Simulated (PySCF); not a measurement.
A geometry optimisation, step by step.

Species: C3H10Si.
Atom-mapped SMILES: `[CH3:1][CH2:2][CH2:3][SiH3:4]` (hydrogens: H5, H6, H7 on C1; H8, H9 on C2; H10, H11 on C3; H12, H13, H14 on Si4)

Method: PBE0-D3(BJ)/def2-SVP geometry optimisation, gas phase (PySCF 2.14.0); density fitting, grid level 1; the optimiser is geomeTRIC in internal coordinates, started from a GFN2-xTB structure with every atom displaced at random (about 0.01 Å). The frame can shift and turn from step to step; on so coarse a grid that alone can change the energy by a few meV, and forces under 0.02 eV/Å are noise.

Step 0: E = -11139.7078 eV, largest atomic force 2.349 eV/Å
```
atom  x, y, z in Å  |  force x, y, z in eV/Å
C1     -2.036    0.166   -0.055   -0.562   1.520  -0.159
C2     -0.619    0.411    0.374    0.439  -0.067   0.210
C3      0.344   -0.436   -0.439    1.304   0.252   1.367
Si4     2.210   -0.180    0.078   -2.326  -0.029  -0.323
H5     -2.339   -0.859    0.063   -0.196  -0.906   0.124
H6     -2.186    0.451   -1.113    0.043  -0.140   0.050
H7     -2.727    0.804    0.527   -0.052  -0.186  -0.038
H8     -0.346    1.478    0.252   -0.173  -0.066   0.103
H9     -0.517    0.180    1.457    0.050   0.102  -0.231
H10     0.243   -0.199   -1.481   -0.074   0.164  -1.101
H11     0.083   -1.488   -0.312    0.047  -0.430  -0.060
H12     2.556    1.222   -0.101    0.305   0.727  -0.107
H13     2.315   -0.530    1.483    0.245  -0.213   0.844
H14     3.012   -1.034   -0.741    0.949  -0.727  -0.678
```

Step 1: E = -11139.8973 eV, largest atomic force 0.288 eV/Å
```
atom  x, y, z in Å  |  force x, y, z in eV/Å
C1     -1.870    0.064   -0.146    0.033  -0.286   0.021
C2     -0.425    0.231    0.300   -0.035   0.057   0.040
C3      0.560   -0.619   -0.498    0.104  -0.057  -0.158
Si4     2.369   -0.472    0.062   -0.155   0.018  -0.176
H5     -2.197   -0.990   -0.040    0.039   0.170  -0.025
H6     -1.994    0.340   -1.203   -0.015   0.022  -0.071
H7     -2.555    0.685    0.447   -0.042   0.057   0.046
H8     -0.145    1.297    0.224    0.033  -0.018   0.018
H9     -0.345   -0.025    1.371    0.008   0.024   0.024
H10     0.496   -0.362   -1.578    0.085  -0.047   0.219
H11     0.274   -1.685   -0.432    0.015   0.018  -0.005
H12     2.829    0.945   -0.098    0.033  -0.038   0.030
H13     2.510   -0.854    1.504   -0.014   0.005  -0.036
H14     3.262   -1.360   -0.758   -0.089   0.074   0.073
```

Step 2: E = -11139.9027 eV, largest atomic force 0.051 eV/Å
```
atom  x, y, z in Å  |  force x, y, z in eV/Å
C1     -1.866    0.061   -0.147   -0.002  -0.023   0.007
C2     -0.422    0.229    0.304   -0.032   0.006  -0.014
C3      0.562   -0.623   -0.495   -0.023  -0.041  -0.021
Si4     2.357   -0.466    0.056    0.010   0.013  -0.025
H5     -2.195   -0.986   -0.042    0.008   0.018  -0.001
H6     -1.987    0.338   -1.206    0.001   0.007   0.006
H7     -2.551    0.687    0.445   -0.003   0.004  -0.007
H8     -0.136    1.293    0.228    0.006  -0.002   0.005
H9     -0.343   -0.024    1.377    0.005   0.002  -0.004
H10     0.507   -0.367   -1.569    0.006   0.006   0.024
H11     0.279   -1.690   -0.431    0.007   0.008   0.004
H12     2.827    0.947   -0.096    0.013  -0.004   0.011
H13     2.496   -0.852    1.495    0.009  -0.001   0.009
H14     3.243   -1.352   -0.762   -0.003   0.006   0.006
```

Step 3: E = -11139.9029 eV, largest atomic force under 0.02 eV/Å
```
atom  x, y, z in Å  |  force x, y, z in eV/Å
C1     -1.867    0.062   -0.148    0.004   0.001   0.000
C2     -0.424    0.227    0.305   -0.009   0.002  -0.006
C3      0.561   -0.625   -0.494   -0.008  -0.011   0.006
Si4     2.358   -0.465    0.056   -0.004   0.005  -0.004
H5     -2.198   -0.984   -0.043   -0.001  -0.003   0.000
H6     -1.987    0.340   -1.207    0.000   0.003   0.002
H7     -2.553    0.689    0.443    0.002   0.000  -0.003
H8     -0.136    1.291    0.229    0.003   0.000   0.003
H9     -0.345   -0.024    1.377    0.000  -0.001   0.001
H10     0.507   -0.368   -1.567    0.002   0.004  -0.006
H11     0.281   -1.692   -0.429    0.004   0.002   0.004
H12     2.831    0.947   -0.094    0.001   0.000   0.004
H13     2.501   -0.853    1.494    0.003  -0.001   0.003
H14     3.244   -1.349   -0.763    0.001  -0.002  -0.003
```

Problem. Summarise the path.

Solution. The energy falls by 4.50 kcal/mol from step 0 to step 3; nine tenths of that is first reached at step 1. It falls at every step. The largest force goes from 2.349 to under 0.02 eV/Å. Among the bonds C3–Si4 changes most (a near tie, within 0.001 Å, with another), from 1.953 to 1.886 Å; the atoms move by 0.042 Å rms after alignment.

Problem. Follow the three bonds and two angles with the largest change from start to end.

Solution. 
```tsv
step	E above end (kcal/mol)	largest force (eV/Å)	C3–Si4 (Å)	Si4–H14 (Å)	Si4–H13 (Å)	H12–Si4–H14 (°)	C3–Si4–H13 (°)
0	4.50	2.349	1.953	1.429	1.451	111.8	107.1
1	0.13	0.288	1.899	1.503	1.499	108.5	110.7
2	0.00	0.051	1.884	1.496	1.497	108.5	110.4
3	0.00	under 0.02	1.886	1.496	1.497	108.4	110.4
```

What follows is the cost of the whole optimisation. Hardware: one thread, Arm Neoverse V1 (aarch64), no GPU, on a shared host. Cost: 17 s wall, 0.44 GiB resident at most.
